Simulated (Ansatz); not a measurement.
A nudged elastic band was laid between two geometries of CH$_{4}$B$_{2}$O (8 atoms, charge 0, multiplicity 1).

Computed with Ansatz 0.2.0, RKS BHLYP/def2-mTZVP.

```
movable images  : 9
climbing image  : yes
spring          : 5.0 eV/Å²
optimiser       : quadratic models (default)
start path      : through a guess of the saddle point
force threshold : 0.05 eV/Å
iteration limit : 60
end points      : relaxed
```

First end point:

```xyz
8
Properties=species:S:1:pos:R:3
C -0.411 0.926 -0.768
B 0.010 -0.232 0.159
B 0.330 -1.497 1.024
O 1.077 -0.352 1.020
H -0.099 1.892 -0.382
H 0.074 0.798 -1.734
H -1.477 0.949 -0.957
H 0.494 -2.483 1.639
```

Last end point:

```xyz
8
Properties=species:S:1:pos:R:3
C -0.405 0.665 -0.682
B -0.065 -0.583 0.166
B 1.639 -0.823 2.142
O 0.862 -0.501 1.179
H -0.005 1.590 -0.285
H 0.002 0.528 -1.684
H -1.477 0.769 -0.821
H -0.551 -1.645 -0.016
```

Problem. What changes between the two ends?

Solution. Bonds broken: B2–B3, B3–H8. Bonds formed: B2–H8.

Problem. What energy profile does the band end with?

Solution. It converged. The highest image is number 4 of 0 to 10, 273.3 kJ/mol above the first end and 246.2 kJ/mol above the last; the last end lies 27.1 kJ/mol above the first. Neighbouring images differ by up to 1.3 eV, so the band resolves the path poorly. A vibrational analysis at the climbing image gives one clearly imaginary mode, 1159i cm⁻¹: a first-order saddle point. The orbitals stay closed-shell, which can raise the energy where a bond breaks towards radicals; this wasn't checked here.

```tsv
image	path coordinate (Å)	energy (kJ/mol)	B2–B3 (Å)	B3–H8 (Å)	B2–H8 (Å)
0	0.00	0.0	1.57	1.17	2.74
1	0.39	11.0	1.54	1.16	2.69
2	0.77	64.4	1.51	1.15	2.53
3	1.16	185.9	1.56	1.14	2.27
4	1.55	273.3	1.76	1.18	1.99
5	1.93	224.6	1.86	1.33	1.61
6	2.31	130.9	1.96	1.69	1.29
7	2.70	63.4	2.17	2.19	1.19
8	3.08	36.0	2.39	2.65	1.18
9	3.47	28.1	2.55	3.00	1.18
10	3.85	27.1	2.62	3.18	1.18
```

Problem. What is the geometry of the highest image?

Solution. 
```xyz
8
Properties=species:S:1:pos:R:3
C -0.402 0.817 -0.698
B 0.174 -0.226 0.282
B 0.755 -1.506 1.338
O 1.239 -0.232 1.070
H -0.161 1.832 -0.393
H 0.058 0.658 -1.672
H -1.471 0.735 -0.843
H -0.193 -2.077 0.915
```

The band took 9 iterations and of the order of 8 core-minutes.

Run time: 4.5 min on 2 threads of AMD EPYC 7R43 64-Core Processor (Zen 3) (shared host), peak memory 0.18 GiB.
